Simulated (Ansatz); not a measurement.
A run for Ansatz (an electronic-structure program): U-CCSD(T)/def2-TZVPP on BrFSi (SMILES F[Si]Br), a point of a bond scan (R = 1.288 Å). The run froze 20 orbitals, filled d shells among them.

Ansatz 0.2 input:
```yaml
crystal:
  periodic: [false, false, false]
  atoms:
    - {symbol: Si, position_ang: [0.53911481, 0.71882120, 1.00578709]}
    - {symbol: F, position_ang: [0.88251929, 1.64224184, 0.17689703]}
    - {symbol: Br, position_ang: [-0.46465545, -0.76918199, -0.39451685]}
basis:
  gaussian:
    orbitals: def2-TZVPP
correlation: {method: ccsd_t, electrons: outside_noble_gas}
scf: {omitted_lower_state_checks: [cluster_reference]}
magnetization: {spin_polarized: true, initial_magnetization: 0}
```

Program output:

```
WARN ansatz: RAYON_NUM_THREADS=1 ignored (pool sized by the plan → 1); use --threads N
Functional definition: HF
these checks for a lower state are left out or cut short: cluster_reference
integrals: 0.30 GiB planned
787 factors; integrals over basis functions are off by at most 1.1e-3 eV
mean field: 0.49 GiB planned
mean field evaluation 1: about -80566.8413 eV, gradient 1.9e1 eV
mean field evaluation 2: about -80566.8472 eV, gradient 1.9e1 eV
mean field evaluation 4: about -80568.0696 eV, gradient 1.2e0 eV
mean field evaluation 8: about -80568.0842 eV, gradient 2.6e-4 eV
mean field evaluation 16: about -80568.0844 eV, gradient 4.7e-2 eV
mean field evaluation 32: about -80568.0842 eV, gradient 4.7e-4 eV
mean field -80568.08441656 eV, -2960.8224912996 hartree, gradient 1.8e-6 eV, S^2 0.017464; 4 other end points of the search recorded, 0 dependent functions left out
20 core orbitals not correlated
reference -80568.08441656 eV, -2960.8224912996 hartree; 9, 9 occupied and 92, 92 virtual orbitals, 787 factors
second order -13.35680670 eV of doubles, -0.00000000 eV of singles
coupled cluster: 0.84 GiB planned
cycle   1  -13.71068477 eV  change   -3.5e-1 eV  update   8.0e-2
cycle   2  -14.00851778 eV  change   -3.0e-1 eV  update   2.9e-2
cycle   3  -14.07897236 eV  change   -7.0e-2 eV  update   1.7e-2
cycle   4  -14.06828783 eV  change    1.1e-2 eV  update   8.2e-3
cycle   5  -14.07152187 eV  change   -3.2e-3 eV  update   4.9e-3
cycle   6  -14.07480085 eV  change   -3.3e-3 eV  update   2.3e-3
cycle   7  -14.07469590 eV  change    1.0e-4 eV  update   7.7e-4
cycle   8  -14.07500440 eV  change   -3.1e-4 eV  update   2.7e-4
cycle   9  -14.07502534 eV  change   -2.1e-5 eV  update   7.9e-5
cycle  10  -14.07497791 eV  change    4.7e-5 eV  update   2.7e-5
cycle  11  -14.07500551 eV  change   -2.8e-5 eV  update   9.7e-6
cycle  12  -14.07500392 eV  change    1.6e-6 eV  update   3.5e-6
perturbative correction -0.48804747 eV, -0.0179354137 hartree
Total energy: -80582.64746796 eV, -2961.3576735672 hartree
Checks for a lower state left out: cluster_reference
```

The run converged.

Cost: around 40 core-seconds (rough).
